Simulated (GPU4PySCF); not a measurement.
N-phenylbenzimidazole (C13H10N2), SMILES c1ccc(-n2cnc3ccccc32)cc1.

The structure is a stationary point at r2SCAN-D4/def2-TZVP. One conformer was computed; it need not be the lowest.

Two levels are set side by side: PBE/def2-TZVPD (GPU4PySCF) and B3LYP/def2-TZVPD (GPU4PySCF). Same geometry, gas phase. Differences are taken from unrounded values.

| quantity | B3LYP | PBE | PBE minus B3LYP |
|---|---|---|---|
| orbital gap (eV) | 5.17 | 3.76 | -1.41 |
| highest occupied level (eV) | -6.29 | -5.58 | 0.71 |
| lowest empty level (eV) | -1.12 | -1.82 | -0.70 |
| dipole moment (D) | 3.68 | 3.60 | -0.08 |
| mean polarisability (bohr³) | 169.3 | 173.6 | 4.2 |

Without exact exchange PBE keeps part of each electron's self-repulsion, which lifts occupied levels and narrows the gap. Differences between two approximate levels are no errors against the true value.
